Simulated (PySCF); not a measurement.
C4H12OSi, SMILES CCCOC[SiH3]. Atoms are numbered in the order given.

```xyz
18

C     -2.7027    -0.3351     0.9818
C     -2.2694    -0.9050    -0.3678
C     -1.1469    -0.1125    -1.0182
O     -0.0090    -0.1538    -0.1853
C      1.0851     0.5967    -0.6584
Si     2.5143     0.4112     0.5795
H     -1.8502    -0.3013     1.6760
H     -3.4972    -0.9448     1.4396
H     -3.0876     0.6930     0.8736
H     -1.9303    -1.9482    -0.2468
H     -3.1215    -0.9298    -1.0691
H     -1.4612     0.9418    -1.1771
H     -0.9024    -0.5297    -2.0175
H      0.8216     1.6705    -0.7741
H      1.4105     0.2521    -1.6641
H      2.0990     0.9134     1.9195
H      2.9159    -1.0195     0.6904
H      3.6786     1.2114     0.0940
```

Geometry: B3LYP-D3(BJ)/def2-SVP. Other conformers were not sampled.

The numbers are results of PBE/def2-TZVP (PySCF), not measurements.

The molecule is in vacuum.

The total energy comes out as -523.97413 hartree and the highest occupied level is -5.98 eV. The lowest empty level is -0.10 eV and the orbital gap is 5.87 eV. The dipole moment is 1.35 D and the quadrupole, principal values (traceless, Buckingham form, about the centre of nuclear charge) is -0.89, 0.04, 0.85 D·Å.
